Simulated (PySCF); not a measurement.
C5H8F2O.
SMILES with atom numbers: `[F:1][C:2]1([F:3])[CH2:4][CH2:5][O:6][CH2:7][CH2:8]1` (hydrogens: H9, H10 on C4; H11, H12 on C5; H13, H14 on C7; H15, H16 on C8)

Structure used (PBE0-D3(BJ)/def2-SVP), in Å, numbered top down from 1:
```xyz
16
C5H8F2O angstrom
F      0.5224   -0.1102   -1.9119
C     -0.1363   -0.7704   -0.9119
F     -0.5947   -1.9267   -1.4559
C     -1.2904    0.0861   -0.4409
C     -0.7584    1.3012    0.3101
O      0.0891    0.9238    1.3626
C      1.2226    0.2328    0.9093
C      0.8403   -1.0638    0.2048
H     -1.9203   -0.5239    0.2237
H     -1.8919    0.3839   -1.3129
H     -1.5837    1.8777    0.7512
H     -0.2220    1.9641   -0.3983
H      1.8097    0.8672    0.2151
H      1.8495    0.0277    1.7885
H      0.3535   -1.7501    0.9137
H      1.7230   -1.5678   -0.2171
```

Linear response at wB97X-D/def2-SVPD (PySCF, frozen core in the response, non-relativistic). Geometry: PBE0-D3(BJ)/def2-SVP, one conformer, isolated molecule.

Static isotropic polarisability: 62.36 au (9.24 Å³), principal values 57.2, 63.8, 66.1 au.

**Question.** What is the polarisability at 1064 nm and at the sodium D line?

**Answer.** 62.69 au at 1064 nm (+0.5 %), 63.48 au at 589.3 nm (+1.8 %). The rise at 589.3 nm is 3.32 times that at 1064 nm; a pure ω² law gives 3.26. The lowest singlet lies at 159 nm, shorter than both wavelengths.

**Question.** What is the isotropic C6 coefficient between two such molecules, C6 = (3/π)∫α(iω)² dω?

**Answer.** 1954 au (Eh·bohr⁶) by a ten-point quadrature over imaginary frequencies, which is 1170 eV·Å⁶ or 113 J·nm⁶/mol.

**Question.** Which effective excitation energy ω̄ makes London's formula C6 = (3/4)α²ω̄ exact here?

**Answer.** ω̄ = 4·C6/(3α²) = 0.670 Eh = 18.2 eV. A one-pole form α(ω) = α/(1 − ω²/ω̄²) fitted to the 1064 nm value gives 15.9 eV.

**Question.** The lowest 6 singlets have (eV, f): 7.80, 0.002; 8.54, 0.080; 8.73, 0.028; 8.87, 0.009; 9.11, 0.001; 9.34, 0.021. What share of the static polarisability do they carry in the sum over states α = Σ f/ω²?

**Answer.** 1.38 au, 2.2 % of α; the largest term, 0.81 au, is that of the state at 8.54 eV. Their oscillator strengths add up to 0.14. Higher states carry the rest.

**Question.** How many electrons N does the Slater–Kirkwood formula C6 = (3/4)·√N·α^(3/2) need to give this C6?

**Answer.** N = (4·C6/3)²/α³ = 28.0; the species has 64 electrons in all.

**Question.** How anisotropic is the static polarisability, by Δα² = ½[(α1 − α2)² + (α2 − α3)² + (α3 − α1)²]?

**Answer.** Δα = 7.9 au, or 0.13 of the isotropic value.

**Question.** What n − 1 at the D line would an ideal gas of it have at 273.15 K and 1 atm (2.6868 × 10¹⁹ cm⁻³), by n − 1 = 2π·N·α′?

**Answer.** 15.88 × 10⁻⁴, a formal value whether or not that pressure can be reached.

The pairwise dispersion term of wB97X-D wasn't added to the energies; at a given geometry it leaves orbitals and properties as they are.
